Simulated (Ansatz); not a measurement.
Calculated with Ansatz (gas phase, PBE0-D4/def2-TZVP geometries, no zero-point term in ΔE). CBS: MP2 limit from def2 TZ/QZ plus the TZ coupled-cluster correction, frozen cores. Functionals use def2-TZVPP. B3LYP here is the variant with VWN-RPA as its local correlation; programs differ in this. One conformer a species, not always the lowest.

Reaction (redistribution): `C=C[SiH2]BN` + `C[SiH2][SiH](O)O` → `C=C[SiH2][SiH](O)O` + `C[SiH2]BN`

| level | ΔE (kcal/mol) | difference from CCSD(T)/CBS |
| --- | --- | --- |
| PBE-D4 | -1.1 | -0.4 |
| r2SCAN-D4 | -1.0 | -0.3 |
| PBE0-D4 | -1.0 | -0.3 |
| B3LYP-D4 | -1.0 | -0.3 |
| ωB97X-V | -0.9 | -0.2 |
| ωB97M-V | -1.0 | -0.3 |
| B2PLYP | -0.6 | 0.1 |
| PBE | -0.7 | 0.0 |
| r2SCAN | -0.9 | -0.2 |
| PBE0 | -0.6 | 0.1 |
| B3LYP | -0.3 | 0.4 |
| HF/def2-TZVPP | -0.1 | 0.6 |
| MP2/def2-TZVPP | -0.9 | -0.2 |
| SCS-MP2/def2-TZVPP | -0.8 | -0.1 |
| CCSD/def2-TZVPP | -0.8 | -0.1 |
| CCSD(T)/def2-TZVPP | -1.0 | -0.3 |
| HF/def2-QZVPP | 0.0 | 0.7 |
| MP2/def2-QZVPP | -0.7 | 0.0 |
| SCS-MP2/def2-QZVPP | -0.6 | 0.1 |
| HF/CBS(def2) | 0.0 | 0.7 |
| MP2/CBS(def2) | -0.6 | 0.1 |
| CCSD/CBS(def2) | -0.5 | 0.2 |
| CCSD(T)/CBS | -0.7 | 0 |

Largest T1 diagnostic among the species: 0.013.

In def2-TZVPP, CCSD(T) changes the Hartree–Fock value by −0.9 kcal/mol (the triples alone add −0.2 kcal/mol) and MP2 by −0.8 kcal/mol.
